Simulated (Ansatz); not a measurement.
`[F][SnH]([F])[SiH3]` + `[SiH3]`• → `[F][Sn]([F])[SiH3]`• + SiH₄  (hydrogen abstraction from the Sn–H bond)

Computed with Ansatz on PBE0-D4/def2-TZVP structures; ΔE is electronic, products minus reactants. CBS: MP2 limit from def2 TZ/QZ plus the TZ coupled-cluster correction, frozen cores. This one scheme is used for every species. Functionals use def2-TZVPP. Open shells (•) are unrestricted, without spin–orbit coupling. def2 core potentials past Kr. For Sn outer-core shells are correlated without core-valence functions, which leaves a few kJ/mol of doubt a bond.

```tsv
level	ΔE (kJ/mol)
PBE-D4	-104.0
SCS-MP2/def2-QZVPP	-92.4
```

Question: What does CCSD(T)/CBS give? (An estimate is asked.)

Answer: Ansatz gave: -92.1 kJ/mol. The listed levels differ from it by -11.9, -0.3 kJ/mol.

Largest T1 diagnostic among the species: 0.018.

From PBE to PBE0 (25 % exact exchange), in def2-TZVPP and without D4, ΔE moves by +10.0 kJ/mol. In def2-TZVPP, CCSD(T) changes the Hartree–Fock value by −6.9 kJ/mol (the triples alone add −0.9 kJ/mol) and MP2 by −6.8 kJ/mol. Leaving LDA and LC-ωPBE aside and taking each functional with its dispersion term where it has one, the values, not all of them listed here, spread over 29.6 kJ/mol, from BLYP-D4 to PBE-QIDH.
